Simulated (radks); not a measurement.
Question: The iron ion Fe3+ is in [Ar] 3d5. All-electron calculation, scalar-relativistic Kohn-Sham, LDA (Slater exchange, Perdew-Wang correlation), spin-polarised, spherical densities, finite nucleus; Fermi nuclear charge, rms radius of each element as measured or else 0.836 A^(1/3) + 0.57 fm. Program: a radial shooting solver on a logarithmic mesh with Libxc functionals. Open shells are filled with parallel spins first. One electron is removed from 3d, 2p, 3s, 3p in turn, with full relaxation. Which removal costs least, and what does each cost?

Answer: 3d 55.249 eV; 3p 103.24 eV; 3s 137.20 eV; 2p 763.96 eV. The 3d electron leaves first.
